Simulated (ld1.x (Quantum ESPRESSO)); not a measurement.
u(r) = r·R(r): atom against pseudo-atom (N)

Columns: radius, all-electron u(r) and pseudo u(r) of the 2p shell (level -7.27 eV) of nitrogen in the configuration [He] 2s1.5 2p3.5; Wu–Cohen, non-relativistic, TM scheme, ld1.x (Quantum ESPRESSO) 7.5.

| r (bohr) | all-electron | pseudo |
| --- | --- | --- |
| 0.105 | 0.0792 | 0.0255 |
| 0.210 | 0.2297 | 0.0987 |
| 0.315 | 0.3834 | 0.2101 |
| 0.420 | 0.5151 | 0.3453 |
| 0.525 | 0.6183 | 0.4872 |
| 0.630 | 0.6935 | 0.6188 |
| 0.735 | 0.7432 | 0.7262 |
| 0.840 | 0.7713 | 0.8009 |
| 0.945 | 0.7819 | 0.8407 |
| 1.050 | 0.7790 | 0.8489 |
| 1.155 | 0.7659 | 0.8326 |
| 1.260 | 0.7454 | 0.8000 |
| 1.365 | 0.7197 | 0.7588 |
| 1.470 | 0.6906 | 0.7150 |
| 1.575 | 0.6592 | 0.6723 |
| 1.680 | 0.6267 | 0.6324 |
| 1.785 | 0.5937 | 0.5956 |
| 1.890 | 0.5609 | 0.5612 |
| 1.995 | 0.5284 | 0.5285 |
| 2.100 | 0.4968 | 0.4968 |
| 2.205 | 0.4661 | 0.4661 |
| 2.310 | 0.4366 | 0.4366 |
| 2.415 | 0.4083 | 0.4083 |
| 2.520 | 0.3814 | 0.3814 |
| 2.625 | 0.3559 | 0.3559 |
| 2.730 | 0.3318 | 0.3318 |

(1) How many radial nodes do the two functions have?

(2) At about which radius was the pseudo-wave matched?

(3) Is the pseudo-wave norm-conserving?

Answers

(1) The all-electron 2p function has n − l − 1 = 0; the pseudo-wave has 0.

(2) 2.10 bohr. The columns agree to 0.0005 from 1.89 bohr on; several derivatives are matched, so the curves merge somewhat inside the radius.

(3) Yes: the TM scheme keeps the norm inside the radius equal to the all-electron one, which fixes the energy derivative of the logarithmic derivative at the level.
